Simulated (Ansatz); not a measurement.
GeMe(OMe)3 (C4H12GeO3). The state is a singlet with charge 0. Geometry PBE-D4/def2-SVP.

Cartesian coordinates in Å:
```
Ge -0.637 -0.267 -0.168
C -2.192 -1.411 -0.023
H -2.800 -1.111 0.852
H -1.872 -2.464 0.083
H -2.799 -1.299 -0.942
O 0.702 -1.278 -0.815
C 1.931 -0.673 -1.178
H 2.691 -1.473 -1.308
H 2.310 0.033 -0.402
H 1.857 -0.116 -2.140
O -0.046 0.498 1.354
C 0.465 -0.320 2.391
H -0.327 -0.937 2.880
H 0.904 0.337 3.171
H 1.263 -1.015 2.039
O -1.013 1.133 -1.211
C -0.258 2.334 -1.149
H -0.883 3.156 -1.557
H 0.669 2.275 -1.767
H 0.037 2.599 -0.110
```

The 6-31G sets use Cartesian d functions.

Question: Estimate the orbital energies around the gap (eV) in Ansatz with HF/STO-3G, HF/6-31G, PBE-D4/def2-TZVP, r2SCAN-D4/def2-TZVP, PBE0-D4/def2-TZVP.

Answer: 
```json
{"orbital": "HOMO−5", "HF/STO-3G": "-10.69", "HF/6-31G": "-13.10", "PBE-D4/def2-TZVP": "-7.74", "r2SCAN-D4/def2-TZVP": "-8.07", "PBE0-D4/def2-TZVP": "-9.27"}
{"orbital": "HOMO−4", "HF/STO-3G": "-9.72", "HF/6-31G": "-12.50", "PBE-D4/def2-TZVP": "-7.07", "r2SCAN-D4/def2-TZVP": "-7.41", "PBE0-D4/def2-TZVP": "-8.63"}
{"orbital": "HOMO−3", "HF/STO-3G": "-9.31", "HF/6-31G": "-12.20", "PBE-D4/def2-TZVP": "-6.92", "r2SCAN-D4/def2-TZVP": "-7.25", "PBE0-D4/def2-TZVP": "-8.48"}
{"orbital": "HOMO−2", "HF/STO-3G": "-8.92", "HF/6-31G": "-11.96", "PBE-D4/def2-TZVP": "-6.34", "r2SCAN-D4/def2-TZVP": "-6.68", "PBE0-D4/def2-TZVP": "-7.92"}
{"orbital": "HOMO−1", "HF/STO-3G": "-8.41", "HF/6-31G": "-11.81", "PBE-D4/def2-TZVP": "-6.29", "r2SCAN-D4/def2-TZVP": "-6.63", "PBE0-D4/def2-TZVP": "-7.89"}
{"orbital": "HOMO", "HF/STO-3G": "-8.27", "HF/6-31G": "-11.62", "PBE-D4/def2-TZVP": "-6.12", "r2SCAN-D4/def2-TZVP": "-6.47", "PBE0-D4/def2-TZVP": "-7.72"}
{"orbital": "LUMO", "HF/STO-3G": "10.23", "HF/6-31G": "4.46", "PBE-D4/def2-TZVP": "-0.49", "r2SCAN-D4/def2-TZVP": "-0.06", "PBE0-D4/def2-TZVP": "0.50"}
{"orbital": "LUMO+1", "HF/STO-3G": "11.66", "HF/6-31G": "5.22", "PBE-D4/def2-TZVP": "0.53", "r2SCAN-D4/def2-TZVP": "1.00", "PBE0-D4/def2-TZVP": "1.43"}
{"orbital": "LUMO+2", "HF/STO-3G": "12.14", "HF/6-31G": "5.61", "PBE-D4/def2-TZVP": "0.61", "r2SCAN-D4/def2-TZVP": "1.31", "PBE0-D4/def2-TZVP": "1.45"}
{"orbital": "LUMO+3", "HF/STO-3G": "14.23", "HF/6-31G": "5.68", "PBE-D4/def2-TZVP": "0.84", "r2SCAN-D4/def2-TZVP": "1.37", "PBE0-D4/def2-TZVP": "1.78"}
{"orbital": "LUMO+4", "HF/STO-3G": "17.98", "HF/6-31G": "6.57", "PBE-D4/def2-TZVP": "1.05", "r2SCAN-D4/def2-TZVP": "1.67", "PBE0-D4/def2-TZVP": "2.00"}
{"orbital": "LUMO+5", "HF/STO-3G": "18.05", "HF/6-31G": "7.24", "PBE-D4/def2-TZVP": "1.48", "r2SCAN-D4/def2-TZVP": "2.26", "PBE0-D4/def2-TZVP": "2.35"}
```
